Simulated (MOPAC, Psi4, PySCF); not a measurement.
Interaction energy of C2H4 ··· Li+ (SMILES C=C and [Li+]) (charge +1). Monomers: optimised at B3LYP-D3(BJ) (def2-TZVP), held rigid. Orientation: lowest of the rigid-body minima from ten starts at GFN2-xTB (searched outside a hard wall at short contacts). Only R, the distance of the centres of mass, is varied, so the lowest point isn't the relaxed dimer. The shortest distances reach bonding range, where SAPT0 and rigid monomers are unreliable.

- PM7, restricted, heats of formation (MOPAC)
- RKS-LDA (SVWN5)/6-31G* = restricted LDA (SVWN5)/6-31G*, spherical d, no counterpoise correction in PySCF 2.14.0
- PBE-D3(BJ)/def2-TZVP, counterpoise-corrected (Psi4)
- wB97X-D/def2-TZVP, counterpoise-corrected (Psi4)

Interaction energies in kJ/mol:

```json
[
 {"R / Å": "1.70", "PM7": "153.54", "RKS-LDA (SVWN5)/6-31G*": "-26.68", "PBE-D3(BJ)/def2-TZVP": "-11.26"},
 {"R / Å": "1.93", "PM7": "24.74", "RKS-LDA (SVWN5)/6-31G*": "-88.73", "PBE-D3(BJ)/def2-TZVP": "-72.32"},
 {"R / Å": "2.14", "PM7": "-23.89", "RKS-LDA (SVWN5)/6-31G*": "-106.65", "PBE-D3(BJ)/def2-TZVP": "-90.14"},
 {"R / Å": "2.30", "PM7": "-37.68", "RKS-LDA (SVWN5)/6-31G*": "-107.78", "PBE-D3(BJ)/def2-TZVP": "-91.71"},
 {"R / Å": "2.51", "PM7": "-40.97", "RKS-LDA (SVWN5)/6-31G*": "-101.09", "PBE-D3(BJ)/def2-TZVP": "-86.60"},
 {"R / Å": "2.68", "PM7": "-38.08", "RKS-LDA (SVWN5)/6-31G*": "-92.51", "PBE-D3(BJ)/def2-TZVP": "-81.54"},
 {"R / Å": "2.98", "PM7": "-29.67", "RKS-LDA (SVWN5)/6-31G*": "-75.68", "PBE-D3(BJ)/def2-TZVP": "-70.03"},
 {"R / Å": "3.29", "PM7": "-21.51", "RKS-LDA (SVWN5)/6-31G*": "-59.49", "PBE-D3(BJ)/def2-TZVP": "-55.10"},
 {"R / Å": "3.80", "PM7": "-12.40", "RKS-LDA (SVWN5)/6-31G*": "-38.67", "PBE-D3(BJ)/def2-TZVP": "-35.52"},
 {"R / Å": "4.53", "PM7": "-6.16", "RKS-LDA (SVWN5)/6-31G*": "-20.67", "PBE-D3(BJ)/def2-TZVP": "-18.75"},
 {"R / Å": "5.46", "PM7": "-3.61", "RKS-LDA (SVWN5)/6-31G*": "-10.17", "PBE-D3(BJ)/def2-TZVP": "-9.11"},
 {"R / Å": "6.82", "PM7": "-2.31", "RKS-LDA (SVWN5)/6-31G*": "-3.82", "PBE-D3(BJ)/def2-TZVP": "-4.01"}
]
```

Problem. What does wB97X-D/def2-TZVP give at the same points?

Solution. 1.70: 1.66; 1.93: -62.93; 2.14: -83.30; 2.30: -86.76; 2.51: -83.17; 2.68: -76.63; 2.98: -62.32; 3.29: -48.23; 3.80: -30.73; 4.53: -16.52; 5.46: -8.48; 6.82: -3.96 (kJ/mol).
